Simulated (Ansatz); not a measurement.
Geometry optimisation, UKS B3LYP-D4/def2-SVP in Ansatz 0.2.0.

The input (input.yaml):

```yaml
crystal:
  periodic: [false, false, false]
  atoms:
    - { symbol: Mg, position_ang: [-2.567288, 0.99128, 0.18961] }
    - { symbol: "N", position_ang: [0.754078, 0.36494, -0.217544] }
    - { symbol: C, position_ang: [1.317086, -0.974574, -0.10429] }
    - { symbol: Cl, position_ang: [-4.252083, 0.868206, -1.244931] }
    - { symbol: H, position_ang: [0.310729, 0.671152, 0.654568] }
    - { symbol: H, position_ang: [-1.397124, 1.106257, 1.438394] }
    - { symbol: H, position_ang: [1.468811, 1.052604, -0.459722] }
    - { symbol: H, position_ang: [0.554407, -1.659377, 0.304542] }
    - { symbol: H, position_ang: [2.217054, -1.058425, 0.543806] }
    - { symbol: H, position_ang: [1.59423, -1.362062, -1.104433] }
magnetization:
  spin_polarized: true
basis:
  gaussian: { orbitals: def2-SVP }
hamiltonian:
  xc: b3lyp
  dispersion: d4
relax:
  f_tol: 0.03
  max_steps: 50
```

Command:

```bash
$ ansatz run input.yaml --threads 2 --pin off --max-ram 3072MiB --backend cpu --events-out ev --progress --plain --runs-dir out
```

Task: Where does it end, and by what steps?

Result: The forces met the threshold. The force dipped under the threshold on the way, but the program's further checks kept it going. After 18 steps the energy has fallen by 1.008 eV; Cl4 moved furthest, 2.16 Å. Joined: Mg1–N2 (3.40 → 2.20 Å).

```
step  energy less start (eV)  largest force component (eV/Å)  accepted
   0                  0.0000                           0.477       yes
   1                 -0.1435                           0.426       yes
   2                 -0.3057                           0.490       yes
   3                 -0.5024                           0.503       yes
   4                 -0.6573                           0.364       yes
   5                 -0.7470                           0.191       yes
   6                 -0.8105                           0.276       yes
   7                 -0.8674                           0.223       yes
   8                 -0.9109                           0.215       yes
   9                 -0.9483                           0.192       yes
  10                 -0.9768                           0.290       yes
  11                 -0.9927                           0.325       yes
  12                 -0.9986                           0.346       yes
  13                 -1.0040                           0.196       yes
  14                 -1.0058                           0.108       yes
  15                 -1.0072                           0.081       yes
  16                 -1.0077                           0.020       yes
  17                 -1.0079                           0.032       yes
  18                 -1.0079                           0.020       yes
```

```xyz
10
Properties=species:S:1:pos:R:3
Mg -1.671 0.759 0.384
N 0.501 0.493 0.169
C 0.879 -0.878 -0.243
Cl -2.294 0.055 -1.665
H 0.999 0.760 1.022
H -2.096 1.369 1.920
H 0.812 1.153 -0.550
H 0.597 -1.589 0.549
H 1.959 -0.984 -0.436
H 0.316 -1.139 -1.150
```

Whether the end is a true minimum wasn't checked by a vibrational analysis.

Time of the run: 82 s on 2 threads of Intel(R) Xeon(R) Platinum 8488C (Sapphire Rapids) (shared host), peak memory 0.28 GiB.
